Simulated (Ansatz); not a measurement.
C₃H₆AlFSi (`FC[C]1=[C]([SiH3])[AlH]1`), relaxed with RKS PBE0-D4/def2-TZVP in the Gaussian-basis code of Ansatz from a PBE-D4/def2-SVP geometry. The force threshold is 0.005 eV/Å; the program also tests the step.

Total charge 0; spin multiplicity 1.

Start:

```xyz
12

F    -1.395    0.334   -1.491
C    -0.634   -0.837   -1.503
C     0.314   -0.917   -0.366
C     0.526   -0.002    0.661
Si   -0.283    1.656    1.017
Al    1.641   -1.513    0.828
H    -1.327   -1.709   -1.481
H    -0.076   -0.886   -2.466
H    -0.059    2.630   -0.110
H     0.321    2.249    2.263
H    -1.762    1.502    1.254
H     2.733   -2.507    1.395
```

| step | energy (eV) | largest force (eV/Å) | largest move (Å) |
| --- | --- | --- | --- |
| 1 | -20387.9117 | 0.670 | 0.000 |
| 2 | -20387.9549 | 0.293 | 0.030 |
| 3 | -20387.9609 | 0.024 | 0.017 |
| 4 | -20387.9610 | 0.008 | 0.005 |
| 5 | -20387.9610 | 0.008 | 0.006 |
| 6 (rejected) | -20387.9610 | 0.019 | 0.004 |
| 7 | -20387.9610 | 0.001 | 0.002 |

End:

```xyz
12

F    -1.388    0.318   -1.497
C    -0.626   -0.843   -1.497
C     0.308   -0.907   -0.363
C     0.513   -0.001    0.650
Si   -0.278    1.642    1.012
Al    1.618   -1.490    0.816
H    -1.316   -1.694   -1.470
H    -0.078   -0.881   -2.445
H    -0.049    2.609   -0.094
H     0.330    2.210    2.247
H    -1.739    1.498    1.249
H     2.705   -2.461    1.391
```

It took 38 s on 4 threads of an Arm Neoverse V1 on a shared host, with 0.72 GiB of host memory at the peak.
